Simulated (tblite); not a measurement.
C6H14P (charge +1).
Z-matrix (Å and degrees, GFN2-xTB geometry), rows numbered from 1:
```
C 
C   1  1.5286
C   2  1.5260  1  111.43
C   2  1.5155  1  108.55  3  -121.05
C   4  1.5360  2  121.00  1   -84.50
P   5  1.7982  4   65.34  2  -110.79
C   6  1.8096  4  124.08  5   -99.68
H   1  1.0859  2  109.82  3   -60.55
H   1  1.0867  2  111.04  3   179.61
H   1  1.0866  2  110.61  3    58.91
H   2  1.0960  1  108.44  3   120.20
H   3  1.0859  2  110.35  1    61.38
H   3  1.0907  2  110.69  1  -178.53
H   3  1.0871  2  110.65  1   -58.24
H   4  1.0874  2  113.26  1    59.37
H   5  1.0843  4  116.44  6   108.85
H   5  1.0827  4  117.83  6  -111.71
H   6  1.3727  4  117.99  5    98.16
H   7  1.0908  6  110.04  4  -102.74
H   7  1.0914  6  109.62  4   137.02
H   7  1.0906  6  109.06  4    17.18
```

Computed with GFN2-xTB (tblite): harmonic, unscaled wavenumbers at the GFN2-xTB geometry, gas phase. The method is semi-empirical: single wavenumbers can be off by several per cent or more. Modes of hydrogen on phosphorus can be 10 to 20 % off. One conformer, not necessarily the lowest.

Harmonic wavenumbers (cm⁻¹): 62.4, 107.0, 119.2, 138.1, 200.6, 220.9, 225.4, 278.9, 317.2, 409.2, 455.4, 499.7, 657.1, 707.4, 754.6, 798.2, 827.7, 844.5, 906.9, 915.9, 935.3, 952.3, 965.0, 982.6, 1014.2, 1033.4, 1112.7, 1142.6, 1157.6, 1176.3, 1228.7, 1295.5, 1307.9, 1327.2, 1372.6, 1376.5, 1387.1, 1409.8, 1424.0, 1477.7, 1483.0, 1490.0, 1494.0, 2426.9, 2923.6, 2982.2, 2990.5, 2994.6, 2995.2, 2999.7, 3036.0, 3049.1, 3052.6, 3055.5, 3059.8, 3064.2, 3067.8.

A = 3373, B = 1411, C = 1173 MHz; mass 117.083 u (most abundant isotopes); point group C1, symmetry number 1.

**Question.** Zero-point energy?

**Answer.** ½Σν̃ = 39845 cm⁻¹ = 113.92 kcal/mol.

**Question.** What is S at 400 K and 1 bar for an ideal gas of classical rigid rotors and harmonic oscillators?

**Answer.** Translation 41.67, rotation 29.32, vibration 38.28: S = 109.3 cal/(mol K).

**Question.** And Cp and H(400 K) − H(0)?

**Answer.** Cp = 49.63 cal/(mol K), of which vibrations give 41.68 (their classical limit is 57 R = 113.3); H(400 K) − H(0) = 11.40 kcal/mol without the zero-point energy, 8.22 from vibrations.

**Question.** Which modes carry the vibrational entropy at 400 K?

**Answer.** 62.4 cm⁻¹: 4.96; 107.0 cm⁻¹: 3.90; 119.2 cm⁻¹: 3.69; 138.1 cm⁻¹: 3.40; 200.6 cm⁻¹: 2.68; 220.9 cm⁻¹: 2.50 cal/(mol K); the other 51 give 17.16 together.

**Question.** Blend soft modes into free rotors: weight 1/[1 + (100 cm⁻¹/ν̃)⁴] for the oscillator and the rest for a rotor with moment μB/(μ + B), μ = h/(8π²ν), B = 10⁻⁴⁴ kg m². What vibrational entropy results?

**Answer.** 36.38 cal/(mol K) in place of 38.28, which changes −T·S at 400 K by +0.76 kcal/mol.

**Question.** What must be added to the electronic energy to get the Gibbs energy at 400 K and 1 bar?

**Answer.** ZPE + [H(400 K) − H(0)] − T·S = 113.92 + 11.40 − 43.71 = 81.61 kcal/mol.

**Question.** How do the functions run with temperature in this model?

**Answer.** 
```
T (K)  S (cal/(mol K))  Cp (cal/(mol K))  H − H(0) (kcal/mol)  G − H(0) (kcal/mol)  ln q(vib)
  100             67.1              18.8                 1.26                -5.46       1.28
  200             83.1              28.3                 3.62               -13.01       3.78
  300             96.6              38.9                 6.97               -22.01       6.34
  500            121.4              59.1                16.85               -43.84      11.51
  800            153.9              79.2                37.84               -85.28      19.14
 1000            172.6              88.2                54.61              -117.96      23.97
```

q(vib) and H(0) count from the zero-point level.

Hindered rotation and anharmonicity are outside this model. Other conformers, if any are populated, would add a mixing term that is left out. The structure is chiral; the term R ln 2 for an equal mix with its mirror image is left out.
